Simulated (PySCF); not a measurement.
Simulated C 1s region for `c1ccn(C2[SiH2]C[SiH2]2)c1`, binding energy against the vacuum level.

Every computed line was given a Gaussian of 0.7 eV full width at half maximum and an area set by the number of equivalent atoms; the highest printed point is 100. The calculation used PySCF 2.14.0, delta-SCF UKS SCAN, pcX-2 on the ionised atom, pcseg-1 elsewhere, spin-free X2C.

```
binding energy (eV)  intensity
              288.4          0
              288.5          1
              288.6          2
              288.7          5
              288.8         11
              288.9         20
              289.0         32
              289.1         47
              289.2         61
              289.3         73
              289.4         81
              289.5         85
              289.6         86
              289.7         89
              289.8         92
              289.9         97
              290.0        100
              290.1         99
              290.2         92
              290.3         82
              290.4         70
              290.5         60
              290.6         52
              290.7         46
              290.8         40
              290.9         34
              291.0         26
              291.1         18
              291.2         12
              291.3          7
              291.4          3
              291.5          2
              291.6          1
              291.7          0
              291.8          0
```

Question: Count the maxima, the lines and the sites behind this envelope.

Answer: The curve has 1 maximum (at 290.0 eV). Under it lie 4 lines from 4 inequivalent carbon sites. At this width some lines have no maximum of their own.

Question: Decompose the envelope and assign each component. Numbering: `[cH:1]1[cH:2][cH:3][n:4]([CH:5]2[SiH2:6][CH2:7][SiH2:8]2)[cH:9]1`.

Answer: 
| position (eV) | relative area | line | atoms | environment |
| --- | --- | --- | --- | --- |
| 289.37 | 2 | C 1s | C1/C2 | aromatic CH carbon |
| 289.86 | 1 | C 1s | C7 | sp3 carbon bound to silicon |
| 290.15 | 2 | C 1s | C3/C9 | aromatic CH next to a ring nitrogen |
| 290.76 | 1 | C 1s | C5 | sp3 carbon bound to nitrogen |

Lowest listed C 1s: C1/C2, bonded to 2 C (aromatic in the SMILES) and H. Highest, 1.39 eV above it: C5, bonded to N, H and 2 Si. The widest gap between neighbouring values is 0.61 eV, between 290.15 and 290.76 eV.

Shake-up satellites, vibrational structure and lifetime widths aren't simulated. One atom of each set of topologically equivalent atoms was ionised and stands for the set; in this conformer not all members are related by symmetry, and their own values weren't computed. Geometry: PBE0-D3(BJ)/def2-SVP, one conformer, isolated molecule.

Conformer computed: `[cH:1]1[cH:2][cH:3][n:4]([CH:5]2[SiH2:6][CH2:7][SiH2:8]2)[cH:9]1`: C3–N4–C5–Si6 -57°.
